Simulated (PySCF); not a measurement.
CH7ClO2Si2, SMILES C[Si@@H](O)[Si@H](O)Cl.

Geometry optimised at PBE0-D3(BJ)/def2-SVP. The structure was generated by enumeration; whether it is a known compound was not checked. The values are those of a single conformer.

Method: PBE0-D3(BJ)/def2-SVP run with PySCF.

Frequencies are harmonic and unscaled.

Question: List the normal modes with their intensities. (An estimate is asked for; the answer gives what the named calculation found.)

Answer: 
```json
[
 {"mode": "1", "ν (cm⁻¹)": "39", "IR (km/mol)": "0.3", "moving atoms (share of kinetic energy)": "O 43 %, C 19 %, Cl 17 %, H 14 %"},
 {"mode": "2", "ν (cm⁻¹)": "89", "IR (km/mol)": "0.9", "moving atoms (share of kinetic energy)": "Cl 30 %, Si 25 %, H 18 %, C 15 %, O 12 %"},
 {"mode": "3", "ν (cm⁻¹)": "130", "IR (km/mol)": "5.6", "moving atoms (share of kinetic energy)": "O 43 %, H 25 %, C 16 %, Si 9 %"},
 {"mode": "4", "ν (cm⁻¹)": "164", "IR (km/mol)": "3.5", "moving atoms (share of kinetic energy)": "H 77 %"},
 {"mode": "5", "ν (cm⁻¹)": "174", "IR (km/mol)": "7.3", "moving atoms (share of kinetic energy)": "O 46 %, H 40 %"},
 {"mode": "6", "ν (cm⁻¹)": "191", "IR (km/mol)": "81.1", "moving atoms (share of kinetic energy)": "H 77 %, Si 8 %, O 8 %"},
 {"mode": "7", "ν (cm⁻¹)": "240", "IR (km/mol)": "28.4", "moving atoms (share of kinetic energy)": "O 49 %, H 16 %, Si 15 %, Cl 13 %"},
 {"mode": "8", "ν (cm⁻¹)": "270", "IR (km/mol)": "5.5", "moving atoms (share of kinetic energy)": "O 33 %, Si 29 %, H 15 %, Cl 14 %, C 9 %"},
 {"mode": "9", "ν (cm⁻¹)": "309", "IR (km/mol)": "28.6", "moving atoms (share of kinetic energy)": "Si 50 %, O 33 %, H 14 %"},
 {"mode": "10", "ν (cm⁻¹)": "436", "IR (km/mol)": "8.9", "moving atoms (share of kinetic energy)": "Si 75 %, H 16 %"},
 {"mode": "11", "ν (cm⁻¹)": "502", "IR (km/mol)": "27.7", "moving atoms (share of kinetic energy)": "H 82 %"},
 {"mode": "12", "ν (cm⁻¹)": "554", "IR (km/mol)": "192.4", "moving atoms (share of kinetic energy)": "Si 47 %, Cl 30 %, H 19 %"},
 {"mode": "13", "ν (cm⁻¹)": "646", "IR (km/mol)": "25.3", "moving atoms (share of kinetic energy)": "H 87 %, C 9 %"},
 {"mode": "14", "ν (cm⁻¹)": "675", "IR (km/mol)": "54.8", "moving atoms (share of kinetic energy)": "H 48 %, C 30 %, Si 14 %"},
 {"mode": "15", "ν (cm⁻¹)": "734", "IR (km/mol)": "110.3", "moving atoms (share of kinetic energy)": "H 79 %, Si 10 %, C 8 %"},
 {"mode": "16", "ν (cm⁻¹)": "758", "IR (km/mol)": "102.7", "moving atoms (share of kinetic energy)": "H 78 %, Si 11 %"},
 {"mode": "17", "ν (cm⁻¹)": "766", "IR (km/mol)": "48.7", "moving atoms (share of kinetic energy)": "H 73 %, C 15 %, Si 9 %"},
 {"mode": "18", "ν (cm⁻¹)": "824", "IR (km/mol)": "78.4", "moving atoms (share of kinetic energy)": "O 54 %, Si 25 %, H 18 %"},
 {"mode": "19", "ν (cm⁻¹)": "836", "IR (km/mol)": "39.5", "moving atoms (share of kinetic energy)": "H 91 %"},
 {"mode": "20", "ν (cm⁻¹)": "888", "IR (km/mol)": "230.0", "moving atoms (share of kinetic energy)": "H 45 %, O 26 %, Si 24 %"},
 {"mode": "21", "ν (cm⁻¹)": "908", "IR (km/mol)": "47.6", "moving atoms (share of kinetic energy)": "H 61 %, Si 18 %, O 13 %, C 8 %"},
 {"mode": "22", "ν (cm⁻¹)": "926", "IR (km/mol)": "128.7", "moving atoms (share of kinetic energy)": "H 40 %, Si 30 %, O 27 %"},
 {"mode": "23", "ν (cm⁻¹)": "1015", "IR (km/mol)": "206.1", "moving atoms (share of kinetic energy)": "H 89 %"},
 {"mode": "24", "ν (cm⁻¹)": "1263", "IR (km/mol)": "27.0", "moving atoms (share of kinetic energy)": "H 78 %, C 22 %"},
 {"mode": "25", "ν (cm⁻¹)": "1422", "IR (km/mol)": "4.9", "moving atoms (share of kinetic energy)": "H 96 %"},
 {"mode": "26", "ν (cm⁻¹)": "1428", "IR (km/mol)": "5.7", "moving atoms (share of kinetic energy)": "H 96 %"},
 {"mode": "27", "ν (cm⁻¹)": "2210", "IR (km/mol)": "130.7", "moving atoms (share of kinetic energy)": "H 97 %"},
 {"mode": "28", "ν (cm⁻¹)": "2267", "IR (km/mol)": "109.0", "moving atoms (share of kinetic energy)": "H 97 %"},
 {"mode": "29", "ν (cm⁻¹)": "3053", "IR (km/mol)": "1.2", "moving atoms (share of kinetic energy)": "H 97 %"},
 {"mode": "30", "ν (cm⁻¹)": "3155", "IR (km/mol)": "2.0", "moving atoms (share of kinetic energy)": "H 91 %, C 9 %"},
 {"mode": "31", "ν (cm⁻¹)": "3166", "IR (km/mol)": "1.0", "moving atoms (share of kinetic energy)": "H 91 %, C 9 %"},
 {"mode": "32", "ν (cm⁻¹)": "3794", "IR (km/mol)": "152.3", "moving atoms (share of kinetic energy)": "H 94 %"},
 {"mode": "33", "ν (cm⁻¹)": "3923", "IR (km/mol)": "107.7", "moving atoms (share of kinetic energy)": "H 94 %"}
]
```
